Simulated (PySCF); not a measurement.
Diatomic cations of As with group 13

r²SCAN with double-zeta basis sets in PySCF, for the lowest determinant that a PBE0 search found; no spin–orbit coupling. De refers to high-spin ground-configuration atoms (the charge goes to the atom of lower measured ionisation energy or higher electron affinity, which is not always the lowest computed limit). A positive dipole points towards As; it is taken about the centre of mass and depends on that origin.

| M | basis | charged atom | state (unpaired electrons) | Re (Å) | ωe (cm⁻¹) | De (eV) | μ (D) |
| --- | --- | --- | --- | --- | --- | --- | --- |
| B | jorge-DZP-DKH | B+ | quartet (σ ↑, π ↑↑) | 1.957 | 645 | 3.08 | -2.73 |
| Al | pcseg-1 | Al+ | quartet (σ ↑, π ↑↑) | 2.545 | 241 | 0.92 | -5.55 |
| Tl | def2-SVP | Tl+ | quartet (σ ↑, π ↑↑) | 3.173 | 72.9 | n/a | -0.75 |

The shortest bond is that of BAs⁺ (1.957 Å), the longest that of TlAs⁺ (3.173 Å).

The rows differ in basis set, which adds steps of its own.

Down a group the atoms grow and get heavier, so bonds lengthen and wavenumbers fall; this series shows no clear exception.

These are scalar-relativistic numbers at best; spin–orbit coupling would shift them, the dissociation energy most. For an ion De counts to the pair picked by the measured ionisation energies or electron affinities, which need not be the lowest pair at this level. States were picked by a PBE0 search and need not be the measured ground states.
